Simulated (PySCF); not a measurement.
## M06-2X on Li (lithium, neutral)

Configuration: [He] 2s1, 2S determinant. All numbers are calculated (PySCF 2.14, the spin-free X2C one-electron Hamiltonian (Gaussian nucleus), in x2c-TZVPall (5s3p, 14 functions)).

```json
{
  "Total energy": "-7.4828 hartree",
  "One-electron energy": "-9.7180 hartree",
  "Hartree (Coulomb) energy": "4.0628 hartree",
  "Exchange-correlation energy": "-1.8276 hartree",
  "⟨S²⟩": "0.7500",
  "⟨L²⟩": "0.000",
  "Sum of ⟨r⟩": "4.918 bohr",
  "Sum of ⟨r²⟩": "17.57 bohr²",
  "Langevin diamagnetic susceptibility": "-13.9 ×10⁻⁶ cm³/mol",
  "Time after the integrals": "0.07 s of wall time on 1 thread of Neoverse-V2 (shared host)"
}
```

```json
{"shell": "1s α", "electrons": "1", "mean orbital energy (hartree)": "-2.19398", "rms radius, mean of both spins (bohr)": "0.675"}
{"shell": "1s β", "electrons": "1", "mean orbital energy (hartree)": "-2.18760", "rms radius, mean of both spins (bohr)": "0.675"}
{"shell": "2s α", "electrons": "1", "mean orbital energy (hartree)": "-0.15370", "rms radius, mean of both spins (bohr)": "4.08"}
```
